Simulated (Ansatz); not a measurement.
Z-matrix (Å, degrees):
```
C
Zn 1 2.248
O 1 1.419 2 55.4
O 1 1.419 2 55.4 3 -180.0
H 1 1.101 2 124.7 3 -90.0
H 1 1.101 2 124.7 3 90.0
```

Total charge 0; spin multiplicity 1.

Q: List the ωB97M-V/def2-TZVPP orbital energies in eV (Ansatz 0.2.0). (Estimate.)

A: Computed: Occupied: -9466.12, -1157.22, -1017.70, -1017.63, -1017.59, -525.13, -525.13, -283.13, -137.26, -92.66, -92.63, -92.49, -30.71, -28.24, -19.64, -18.13, -18.11, -18.07, -17.88, -17.71, -15.09, -14.26, -13.62, -11.65, -10.15, -9.72, -9.06. Lowest empty: -2.09, 0.98, 1.66, 2.37, 3.94, 5.23, 5.31, 6.16.
